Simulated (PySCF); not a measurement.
# Structure revision by computed shifts

A compound C7H6ClF3O gives the data below (simulated from a calculation) and was assigned the structure `C=C[C@@]1(C(F)(F)F)C[C@@H]1C(=O)Cl`.

13C{1H} NMR (computed): δ 167.7 (C), 124.2 (CH), 115.3 (C), 99.6 (CH), 85.1 (CH2), 80.0 (C), 36.2 (CH2).

1H NMR (600 MHz, computed): δ 6.88 (m, 1H), 5.03 (m, 2H), 3.43 (s, 1H), 3.08 (m, 2H).

A single conformation, isolated molecule, rapidly exchanging positions averaged, relativity neglected. GIAO PBE0/pcSseg-1 shieldings; GFN2-xTB geometry; PySCF.

Referencing at the same level of theory: 1H (σ = 31.72 ppm), 13C (σ = 186.93 ppm) against TMS.

Question: Compare with the shifts computed for the proposed structure, pairing carbons in order of shift.

Answer: Atom-mapped SMILES (the numbers label the heavy atoms): `[CH2:1]=[CH:2][C@@:3]1([C:4]([F:5])([F:6])[F:7])[CH2:8][C@@H:9]1[C:10](=[O:11])[Cl:12]`; H(Xn) means a hydrogen on atom n.

| atom | computed for proposal | given list | difference |
| --- | --- | --- | --- |
| C10 | 179.4 | 167.7 | +11.7 |
| C2 | 141.5 | 124.2 | +17.3 |
| C4 | 133.4 | 115.3 | +18.1 |
| C1 | 126.4 | 99.6 | +26.8 |
| C3 | 45.6 | 85.1 | -39.5 |
| C9 | 39.9 | 80.0 | -40.1 |
| C8 | 19.2 | 36.2 | -17.0 |

The rms difference is 26.6 ppm and the largest -40.1 ppm at C9 (three-membered-ring carbon). The carbon types in order of shift don't match either: C, CH, C, CH2, C, CH, CH2 for the proposal against C, CH, C, CH, CH2, C, CH2 in the data. The proposal doesn't fit.

Question: Which isomer fits?

Answer: SMILES C(/C(=C(/C#C)Cl)OC(F)F)CF.

Carbon types of the structure: 3 × C, 2 × CH, 2 × CH2, which accounts for all hydrogens. δC 167.7: alkene carbon bearing oxygen; an sp2 carbon further deshielded by the attached heteroatom. δC 124.2: sp3 CH bonded to 2 F and O; 3 electronegative neighbours deshield it. δC 85.1: sp3 CH2 bonded to F; deshielded by the electronegative neighbour. δC 80.0: alkyne carbon; the triple bond shields along its axis, which puts it between sp3 and sp2 carbons.

The data come from this structure; uniqueness wasn't tested.

Carbons that carry Cl, above all several Cl atoms, come out too deshielded, partly because spin–orbit coupling is missing. Splittings by 19F in the carbon and heteronuclear signals aren't shown, as no couplings were computed. Shifts are as computed. Against solution values, carbons near 30 ppm lie about +3 ppm off and those near 130 ppm about +5 ppm; carbons on Cl a further +6 ppm. Of 1211 compounds with measured shifts, 218 miss one by over three times the rms of a fit or turn the order of signals round; such compounds aren't used in these exercises. No couplings were computed; multiplicities are counted from neighbouring protons, with m where these are inequivalent, close in shift, in a saturated or five-membered ring or joined by F or P, and br s for small geminal =CH2 splittings.
